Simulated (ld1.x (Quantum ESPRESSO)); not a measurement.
Which setting gave this result? (tin, PAW)

Base potential:

ld1.x (Quantum ESPRESSO) 7.5 input, shortened:

```
&input
   title='Sn', zed=50., rel=1, dft='PBE', iswitch=3,
   config='[Kr] 4d10 5s1 5p3'
 /
 &inputp
   pseudotype=3, lpaw=.true., tm=.true., lloc=-1, rcloc=1.00,
   nlcc=.true.,
   which_augfun='PSQ', rmatch_augfun_nc=.true.
 /
6
5S  1  0   1.00   0.00  1.90  2.20  0.0
5S  1  0   0.00   4.40  1.90  2.20  0.0
5P  2  1   3.00   0.00  2.00  2.15  0.0
5P  2  1   0.00   0.30  2.00  2.15  0.0
4D  3  2  10.00   0.00  0.95  1.25  0.0
4D  3  2   0.00   2.95  0.95  1.25  0.0
 &test
   configts(1)='4d10 5s1 5p3'
 /
```

Cutoffs, loose and tight: the cutoffs (Ry, on a coarse ladder) from which the occupation-weighted sum of valence levels, in a spherical-Bessel basis at the reference potential, stays within 10 and 1 mRy of its value at 400 Ry. They do not see the model core or the augmentation charge, which bear on the density cutoff. Test errors are all-electron minus pseudo excitation energies from the reference, over the configurations 4d10 5s2 5p2; 4d10 5s2 5p1; 4d10 5s2 5p0; 4d9 5s2 5p2; 4d10 5s1 5p2; 4d10 5s1 5p0; 4d9 5s2 5p3; variants that change the core or the reference have their own tests.

A file whose overlap is not positive is unfit for use, and its test errors describe a broken file.

Only the rcloc is moved (1 further runs of the sweep failed or gave no value and are left out):

```tsv
rcloc (bohr)	bound ghosts	largest test error (meV)	median size of the test errors
0.88	p (s not tested, overlap not positive)	-101	1.6 meV
1.02	p (s not tested, overlap not positive)	-107	1.7 meV
1.32	s, p	-115	2.2 meV
1.48	s	-124	3.1 meV
1.94	none	-64	3.6 meV
2.32	none	-90	4.0 meV
2.52	none	-94	4.1 meV
```

Problem. One more run gave bound ghosts: none; largest test error (meV): -87; median size of the test errors: 3.9 meV. Which value of the rcloc was used?

Solution. 2.18 bohr. The median size of the test errors moves one way along this sweep, from 1.6 meV at 0.88 to 4.1 meV at 2.52 bohr, which places the run between 1.94 and 2.32 bohr.
